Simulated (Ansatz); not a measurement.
Z-matrix (Å, degrees):
```
B
O 1 1.548
F 1 1.352 2 111.5
O 1 1.548 2 89.0 3 -112.8
F 1 1.333 2 112.3 3 133.4
B 2 1.548 1 90.5 3 105.2
H 2 0.963 1 114.6 3 -12.4
H 4 0.963 1 114.6 2 125.1
F 6 1.352 2 111.5 1 -105.2
F 6 1.333 2 112.3 1 121.4
```

Total charge 0; spin multiplicity 1.

Problem. List the B3LYP/def2-TZVPP orbital energies in eV (the Gaussian-basis code of Ansatz). (Estimate.)

Solution. Ansatz gave: Occupied: -671.90, -671.90, -671.62, -671.62, -523.04, -523.04, -187.76, -187.76, -33.80, -33.55, -32.80, -32.76, -30.86, -29.57, -18.88, -16.71, -15.56, -15.47, -15.45, -15.18, -14.48, -14.21, -13.08, -12.85, -12.13, -11.96, -11.94, -11.74, -11.37, -11.15, -11.11, -10.76. Lowest empty: -0.45, 0.47, 1.83, 2.19, 2.74, 3.02, 3.24, 3.73.

B3LYP here is the variant with VWN-RPA as its local correlation; programs differ in this.
